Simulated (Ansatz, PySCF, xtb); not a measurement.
Diatomic ZrSe, closed-shell singlet (lowest of 2S+1 = 1, 3, 5, 7 at CCSD(T)/def2-TZVPP on PBE0 minima; our sources give no spin for the ground state, which may be another). No spin–orbit coupling. Se is treated without relativity.

The constants come from a fifth-degree fit in 1/R (seven points, main isotopes). Runs in def2 and cc sets follow the lowest solution found near the PBE0 minimum. The singlet is held restricted. HF and MP2 rows in def2 and cc sets belong to the determinant that coupled cluster picked by its CCSD energy.

Correlated levels freeze the inner cores; with def2 sets outer-core shells near the valence are correlated too. CBS(a, b) extrapolates the correlation energy as X⁻³ and adds the Hartree–Fock energy of set b. Rows in LANL2DZ, STO-3G carry no dispersion term and start afresh at each structure; the Pople sets are all-electron and without relativity. LANL2DZ brings its own core potentials from Na on.

Programs: Ansatz (a first-principles code); PySCF for LANL2DZ rows, STO-3G rows; xtb for the GFN methods. Values without a source in brackets are computed. In def2 rows elements past Kr take small-core potentials, without spin–orbit coupling.

```csv
level,r_e (Å),ω_e (cm⁻¹),ω_e x_e (cm⁻¹),dipole (D)
GFN2-xTB,2.401,361,1.9,-
HF/STO-3G,2.259,495,0.52,7.09
B3LYP/LANL2DZ,2.330,383,0.71,4.07
wB97M-V/def2-TZVPP,2.273,410,0.63,4.35
SCS-MP2/def2-TZVPP,2.282,410,0.46,-
CCSD/def2-TZVPP,2.288,(withheld),0.64,-
CCSD(T)/def2-TZVPP,2.306,384,0.69,-
"CCSD(T)/CBS(def2-TZVPP, def2-QZVPP)",(withheld),(withheld),0.73,-
```

### Question
Some entries are withheld; supply them.

### Answer

- CCSD(T)/CBS(def2-TZVPP, def2-QZVPP), r_e (Å): 2.285
- CCSD(T)/CBS(def2-TZVPP, def2-QZVPP), ω_e (cm⁻¹): 391
- CCSD/def2-TZVPP, ω_e (cm⁻¹): 403

Doubts at one or more of the structures used: a restricted determinant that unrestricted orbitals would lower (SCS-MP2/def2-TZVPP, CCSD/def2-TZVPP, CCSD(T)/def2-TZVPP, CCSD(T)/CBS(def2-TZVPP, def2-QZVPP)).
